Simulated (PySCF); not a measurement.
GeF⁺: energy against distance

Set-up: basis Ge cc-pVDZ-PP with ECP10, F cc-pVDZ; scalar-relativistic core potentials; PySCF 2.14. Energies in eV from Ge⁺ + F in their ground configurations at the same level. State: ¹Σ⁺ (singlet), closed shell.

Curves on a restricted Hartree–Fock reference rise too fast on stretching and do not dissociate correctly.

All columns are RHF. A positive dipole points towards F; it is taken about the centre of mass and depends on that origin.

```
R (Å)  E (eV)  μ (D)  Mulliken charge on Ge (basis-dependent)  HOMO (eV)  LUMO (eV)  Mayer bond order  ⟨S²⟩
1.474  -1.959  -2.10                                     1.35     -20.55      -6.12              1.11  0.00
1.543  -2.731  -2.52                                     1.36     -20.69      -6.30              1.09  0.00
1.611  -3.128  -2.95                                     1.38     -20.81      -6.47              1.07  0.00
1.663  -3.245  -3.27                                     1.39     -20.87      -6.60              1.05  0.00
1.714  -3.246  -3.59                                     1.40     -20.90      -6.72              1.03  0.00
1.765  -3.157  -3.92                                     1.41     -20.90      -6.84              1.01  0.00
1.834  -2.935  -4.35                                     1.43     -20.83      -7.00              0.98  0.00
1.920  -2.543  -4.88                                     1.45     -20.65      -7.18              0.95  0.00
2.022  -1.973  -5.49                                     1.46     -20.27      -7.39              0.92  0.00
2.160  -1.139  -6.26                                     1.48     -19.58      -7.65              0.88  0.00
```

A fit through these points gives, at Re = 1.688 Å, μ = -3.43 D and dμ/dR = -6.31 D/Å; the reduced mass is 15.11 u.

Question: How strong is the fundamental in the double-harmonic approximation, I = 42.26·(dμ/dR)²/μred km/mol?

Answer: I = 42.26·(-6.31)²/15.11 = 111 km/mol at RHF.

For an ion De counts to the pair picked by the measured ionisation energies or electron affinities, which need not be the lowest pair at this level. Where the molecule has an RHF reference, its open-shell atoms are computed with UHF. Hartree–Fock leaves out correlation, which carries a large part of most bond energies and some tenths to 1 eV of ionisation energies.
